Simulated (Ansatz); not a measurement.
Geometry optimisation, RKS PBE/def2-SVP (Ansatz 0.2.0).

Input file:

```yaml
crystal:
  periodic: [false, false, false]
  atoms:
    - { symbol: W, position_ang: [0.0, 0.0, 0.0] }
    - { symbol: H, position_ang: [0.0, 0.0, 2.07] }
    - { symbol: O, position_ang: [1.94, 0.0, 0.0] }
    - { symbol: H, position_ang: [2.2771, -0.9519, -0.0197] }
    - { symbol: O, position_ang: [0.0, 1.94, 0.0] }
    - { symbol: H, position_ang: [-0.6343, 2.2771, -0.71] }
    - { symbol: O, position_ang: [-1.94, 0.0, 0.0] }
    - { symbol: H, position_ang: [-2.2771, -0.1263, 0.9437] }
    - { symbol: O, position_ang: [0.0, -1.94, 0.0] }
    - { symbol: H, position_ang: [0.3816, -2.2771, 0.8723] }
    - { symbol: H, position_ang: [0.0, 0.0, -1.72] }
    - { symbol: Cl, position_ang: [1.7678, 1.8416, 0.8482] }
    - { symbol: H, position_ang: [0.7133, 0.743, 2.0759] }
basis:
  gaussian: { orbitals: def2-SVP }
hamiltonian:
  xc: pbe
relax:
  f_tol: 0.15
  max_steps: 25
  restrain:
    - { distance: [0, 11], at: 2.39, k: 30.0 }
    - { distance: [12, 1], at: 0.66, k: 30.0 }
    - { distance: [0, 1], at: 2.92, k: 30.0 }
    - { distance: [12, 11], at: 2.57, k: 30.0 }
```

Run as:

```bash
$ ansatz run input.yaml --threads 4 --pin off --max-ram 5120MiB --backend cpu --events-out ev --progress --plain --runs-dir out
```

Q: Where does it end, and by what steps?

A: The forces met the threshold. The restraints hold the end off the free minimum; the threshold counts their pulls, which the force column leaves out. Restrained pairs: W1–Cl12 (2.69 → 2.38 Å), H2–H13 (1.03 → 0.72 Å), W1–H2 (2.07 → 2.93 Å), Cl12–H13 (1.96 → 2.58 Å). After 17 steps the energy has fallen by 7.416 eV (the restraints' own energy left out); H4 moved furthest, 1.40 Å.

```
step  energy less start (eV)  largest force component (eV/Å)  accepted
   0                  0.0000                           6.049       yes
   1                 -1.0290                           4.839       yes
   2                 -2.0495                           3.382       yes
   3                 -3.8303                           1.990       yes
   4                 -5.1298                           1.618       yes
   5                 -5.9553                           1.428       yes
   6                 -6.5361                           1.670       yes
   7                 -6.9511                           1.060       yes
   8                 -7.1283                           1.210       yes
   9                 -7.2296                           1.303       yes
  10                 -7.3190                           1.344       yes
  11                 -7.3664                           1.351       yes
  12                 -7.3740                           1.403       yes
  13                 -7.4160                           0.919       yes
  14                 -7.1893                           1.672        no
  15                 -7.4055                           1.458       yes
  16                 -7.4147                           1.277       yes
  17                 -7.4164                           1.282       yes
```

```xyz
13
Properties=species:S:1:pos:R:3
W 0.311 0.376 0.058
H -0.336 -0.021 2.889
O 1.957 -0.346 -0.632
H 1.974 -0.957 -1.391
O -0.028 1.972 -0.916
H -0.657 2.100 -1.649
O -1.534 0.413 0.537
H -1.909 -0.443 0.833
O 0.014 -1.415 0.767
H 0.775 -2.019 0.656
H -0.161 -0.265 -1.474
Cl 1.706 1.644 1.516
H 0.116 0.468 3.167
```

Time of the run: 50 s on 4 threads of Arm Neoverse V2, with other jobs on the host, peak memory 0.22 GiB.
